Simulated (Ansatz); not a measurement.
Input file for C₂H₁₀N₂Si, SMILES `CN[SiH2]NC`:

```yaml
crystal:
  periodic: [false, false, false]
  atoms:
    - {symbol: C, position_ang: [-0.487982, 0.097948, -2.681737]}
    - {symbol: N, position_ang: [-0.707636, -0.071160, -1.263700]}
    - {symbol: Si, position_ang: [0.350727, 0.444142, -0.022895]}
    - {symbol: N, position_ang: [0.168924, -0.617856, 1.305390]}
    - {symbol: C, position_ang: [0.356172, -0.268117, 2.694740]}
    - {symbol: H, position_ang: [-0.989778, 0.980361, -3.098683]}
    - {symbol: H, position_ang: [-0.826053, -0.778351, -3.244599]}
    - {symbol: H, position_ang: [0.581736, 0.212369, -2.871295]}
    - {symbol: H, position_ang: [-1.668619, -0.249583, -1.017482]}
    - {symbol: H, position_ang: [1.682019, 0.488799, -0.702518]}
    - {symbol: H, position_ang: [0.114614, 1.792341, 0.579471]}
    - {symbol: H, position_ang: [0.211061, -1.608467, 1.124130]}
    - {symbol: H, position_ang: [0.223178, 0.809116, 2.818009]}
    - {symbol: H, position_ang: [-0.383560, -0.762255, 3.333208]}
    - {symbol: H, position_ang: [1.353396, -0.519989, 3.077362]}
basis:
  gaussian: {orbitals: def2-SVP}
correlation: {method: ccsd_t}
```

```sh
$ ansatz run in.yaml --threads 4 --pin off --events-out ev --progress --plain
```

Output of Ansatz, abridged:

```
Functional definition: HF
1260 factors; integrals over basis functions are off by at most 1.3e-3 eV
mean field evaluation 1: about -13036.0220 eV, gradient 3.7e1 eV
mean field evaluation 2: about -13036.0254 eV, gradient 3.7e1 eV
mean field evaluation 4: about -13039.4468 eV, gradient 3.9e0 eV
mean field evaluation 8: about -13039.4917 eV, gradient 6.3e-5 eV
mean field -13039.49169769 eV, -479.1924814053 hartree, gradient 2.4e-6 eV, S^2 0.000000; 0 other end points of the search recorded, 0 dependent functions left out
9 core orbitals not correlated: weight in the atoms' cores, before any rotation towards them, 1.000 or more for the frozen orbitals, at most 0.000 for the correlated occupied ones
reference -13039.49169769 eV, -479.1924814053 hartree; 16, 16 occupied and 99, 99 virtual orbitals, 1260 factors
second order -19.79198098 eV of doubles, -0.00000000 eV of singles
cycle   1  -20.93708223 eV  change    -1.1e0 eV  update   9.2e-2
cycle   2  -21.50147033 eV  change   -5.6e-1 eV  update   2.7e-2
cycle   3  -21.58949127 eV  change   -8.8e-2 eV  update   1.1e-2
cycle   4  -21.58677175 eV  change    2.7e-3 eV  update   3.0e-3
cycle   5  -21.58702445 eV  change   -2.5e-4 eV  update   1.3e-3
cycle   6  -21.58700787 eV  change    1.7e-5 eV  update   4.3e-4
cycle   7  -21.58682869 eV  change    1.8e-4 eV  update   1.5e-4
cycle   8  -21.58681296 eV  change    1.6e-5 eV  update   5.0e-5
cycle   9  -21.58681097 eV  change    2.0e-6 eV  update   1.5e-5
perturbative correction -0.57209743 eV, -0.0210241926 hartree
Total energy: -13061.65060609 eV, -480.0068062692 hartree
```

Run time 7.5 s (4 threads of a server CPU on a shared host); peak host memory 0.77 GiB.

Correlation energy per correlated electron: -0.692 eV. T1 diagnostic: 0.0097.
